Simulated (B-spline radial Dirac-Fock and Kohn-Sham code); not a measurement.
**Electron momentum distribution of K⁵⁺: Compton profiles**

System: potassium as K⁵⁺, 1s2 2s2 2p6 3s2 3p2.

Input of the calculation (task.json; shells as n, l, electrons):

```json
{"items": [{
  "Z": 19,
  "q": 5,
  "cfg": [[1, 0, 2], [2, 0, 2], [2, 1, 6], [3, 0, 2], [3, 1, 2]],
  "A": 39,
  "rrms": 3.4349,
  "do": ["scatter"],
  "s": [0.0, 0.08, 0.1, 0.12, 0.14, 0.17, 0.2, 0.24, 0.29, 0.35, 0.41, 0.49, 0.59, 0.7, 0.84, 1.0, 1.19, 1.42, 1.7, 2.03, 2.42, 2.89, 3.45],
  "pz": [0, 0.1, 0.2, 0.3, 0.4, 0.5, 0.6, 0.8, 1.0, 1.2, 1.4, 1.6, 1.8, 2.0, 2.5, 3.0, 4.0, 5.0, 7.0, 10.0, 15.0, 20.0, 30.0, 40.0, 60.0, 100.0],
  "hv_scatter": [1000, 5000, 20000, 30000, 100000, 200000, 500000, 1000000]
}]}
```

Launch: `python xray_run.py task.json out`

Level of theory: the impulse approximation on configuration-average Dirac-Fock orbitals; a B-spline atomic structure program. pz is in atomic units of momentum; subshell profiles are per electron, for a selection of subshells; open shells are spread over both j values by their weights.

```
 pz    J total   J 2p3/2   J 3p1/2   J 3p3/2
  0      2.597    0.0961     0.300     0.301
0.1      2.587    0.0961     0.300     0.301
0.2      2.557    0.0961     0.300     0.301
0.3      2.508    0.0961     0.299     0.300
0.4      2.442    0.0961     0.298     0.298
0.5      2.361    0.0961     0.294     0.295
0.6      2.268    0.0960     0.289     0.290
0.8      2.057    0.0959     0.271     0.272
  1      1.834    0.0957     0.243     0.244
1.2      1.621    0.0952     0.208     0.207
1.4      1.431    0.0945     0.168     0.168
1.6      1.273    0.0936     0.130     0.130
1.8      1.144    0.0923    0.0963    0.0956
  2      1.042    0.0907    0.0686    0.0679
2.5     0.8647    0.0851    0.0264    0.0260
  3     0.7395    0.0778    0.0109    0.0108
  4     0.5362    0.0601   0.00656   0.00664
  5     0.3780    0.0429   0.00615   0.00619
  7     0.1916    0.0191   0.00325   0.00323
 10    0.08328   0.00525  0.000887  0.000871
 15    0.02874  0.000723  0.000117  0.000114
 20    0.01158  0.000134  2.13e-05  2.03e-05
 30   0.002377  9.16e-06  1.46e-06  1.34e-06
 40  0.0006328  1.19e-06    < 1e-6    < 1e-6
 60  8.078e-05    < 1e-6    < 1e-6    < 1e-6
```

J(0) = 2.597. The 3s1/2 subshell gives the largest part, 37 %.

Mean momentum ⟨p⟩ by subshell (a.u.): 1s1/2 15.9, 2s1/2 4.98, 2p1/2 6.65, 2p3/2 6.61, 3s1/2 2.07, 3p1/2 2.43, 3p3/2 2.42.
